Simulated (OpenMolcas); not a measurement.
# Zn: effect of the basis set

```json
{"Program": "OpenMolcas 26.06", "Method": "SS-CASPT2, IPEA 0.25 Eh, imaginary shift 0.1 Eh (closed shells correlated: 3d)", "Active space": "2 electrons in 8 orbitals (4s 4p 5s 5p)", "State averaging": "2S+1 = 3 even, 3 roots; 2S+1 = 1 even, 1 root; 2S+1 = 3 odd, 3 roots; 2S+1 = 1 odd, 3 roots", "Spin-orbit coupling": "RASSI with atomic mean-field integrals over the reference wave functions, term energies averaged over their components"}
```

A. ANO-RCC-VTZP [6s5p3d2f1g], DKH2, point nucleus; CASPT2 step roughly 3 core-seconds
B. ANO-RCC-VQZP [7s6p4d3f2g1h], DKH2, point nucleus; CASPT2 step of the order of 7 core-seconds
C. ANO-RCC [10s9p8d6f4g2h], DKH2, point nucleus; CASPT2 step about 30 core-seconds

Energies in cm-1 above 4s2 1S0, the measured ground level; measured values from NIST Handbook of Basic Atomic Spectroscopic Data.

```json
{"Level": "4s2 1S0", "A": "0.0", "B": "0.0", "C": "0.0", "Measured": "0.0"}
{"Level": "4s 4p 3P* 0", "A": "31911", "B": "31849", "C": "31846", "Measured": "32311"}
{"Level": "4s 4p 3P* 1", "A": "32071", "B": "32005", "C": "32003", "Measured": "32501"}
{"Level": "4s 4p 3P* 2", "A": "32395", "B": "32320", "C": "32322", "Measured": "32890"}
{"Level": "4s 4p 1P* 1", "A": "50179", "B": "48411", "C": "47713", "Measured": "46745"}
```

Deviations, from unrounded energies. A percentage is the sum of absolute deviations over the sum of measured energies, with the sign that they share, or ± where signs differ.

| Against measurement | Levels | A | B | C |
| --- | --- | --- | --- | --- |
| mean absolute deviation (cm-1) | 4 | 1200 | 800 | 620 |
| other configurations (%) | 4 | ±3.3 | ±2.2 | ±1.7 |

C lies closest to measurement on these levels and A furthest from it. The largest miss of C in the table is 4s 4p 1P* 1, by +970 cm-1. The ranking rests on the paired levels alone, and a cruder setting can come out closer through cancelling errors.

Among A to C the level of the table that moves most is 4s 4p 1P* 1, by 2500 cm-1 (lowest in C, highest in A).

Active for correlation alone: 5p 5s; no level in the range computed is led by a configuration that fills them, so any true level of that kind is missing. Measured partners are found by configuration, term and J. A level has none where our copy of the source lacks it or the pairing is in doubt (some pairs that miss far off the trend of their configuration count as doubtful), and it then counts in no deviation. Levels of configurations outside the active space are missing. Levels that lie high or do not pair safely by name in every column are left out.

* marks odd parity.
